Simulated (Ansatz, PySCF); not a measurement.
C2H3BF2O, SMILES B(F)(/C=C/F)O.

Coordinates come from a PBE0-D3(BJ)/def2-SVP optimisation. The structure was generated by enumeration; whether it is a known compound was not checked. One conformer was computed; it need not be the lowest.

Vertical ionisation energy (IE) and electron affinity (EA) in eV. Rows of orbital energies are one-electron estimates. Where ΔSCF, EOM or ADC give a negative EA the extra electron is unbound and the value depends on the basis.

| level | IE | EA |
|---|---|---|
| −ε(HOMO), −ε(LUMO), r2SCAN/def2-TZVP (PySCF) | 7.15 | 1.76 |
| −ε(HOMO), −ε(LUMO), PBE/def2-TZVP (PySCF) | 6.88 | 1.95 |
| ΔSCF, PBE0/def2-TZVPD (Ansatz), final states of multiplicity 2 and 2 | 10.51 | -0.65 |
| ΔSCF, PBE/def2-TZVPD (Ansatz), final states of multiplicity 2 and 2 | 10.35 | -0.51 |

Question: What vertical singlet–triplet gap does ΔSCF give with PBE0/def2-TZVPD (Ansatz, a quantum-chemistry and plane-wave program) and with PBE/def2-TZVPD (Ansatz)? (An estimate is asked for; the answer gives what the named calculation found.)

Answer: 4.00 and 4.11 eV (triplet above singlet where positive).
